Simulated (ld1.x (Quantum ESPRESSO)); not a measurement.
## Si: excitation energies, all-electron against PAW

ld1.x (Quantum ESPRESSO) 7.5 input, shortened:

```
&input
   title='Si', zed=14., rel=1, dft='PBE', iswitch=3,
   config='[Ne] 3s1 3p3 3d-2'
 /
 &inputp
   pseudotype=3, lpaw=.true., tm=.true., lloc=-2, rcloc=1.60,
   nlcc=.false.,
   which_augfun='PSQ', rmatch_augfun_nc=.true.
 /
6
3S  1  0   1.00   0.00  1.50  1.70  0.0
3S  1  0   0.00   0.95  1.50  1.70  0.0
3P  2  1   3.00   0.00  1.05  1.45  0.0
3P  2  1   0.00   2.50  1.05  1.45  0.0
3D  3  2  -2.00   0.45  1.70  1.85  0.0
3D  3  2  -2.00   1.80  1.70  1.85  0.0
 &test
   configts(1)='3s1 3p3'
 /
```

Energies are relative to the spin-unpolarised reference configuration 3s1 3p3; without spin polarisation the order of configurations can differ from experiment.

```tsv
valence configuration	charge	ΔE all-electron (eV)	error AE − PS (meV)
3s2 3p2	0	-6.814	-0.8
3s2 3p0	+2	16.919	+0.9
3s1 3p0	+3	50.890	-33
3s2 3p1.5	+0.5	-3.893	-0.1
3s2 3p2.3	-0.3	-7.744	-1.0
```

Q: What are ΔE and the potential's error for 3s0 3p4?

A: ΔE = 6.964 eV all-electron; the error (AE − PS) is -1.2 meV.

Q: What are ΔE and the potential's error for 3s2 3p1?

A: ΔE = 0.926 eV all-electron; the error (AE − PS) is +1.1 meV.
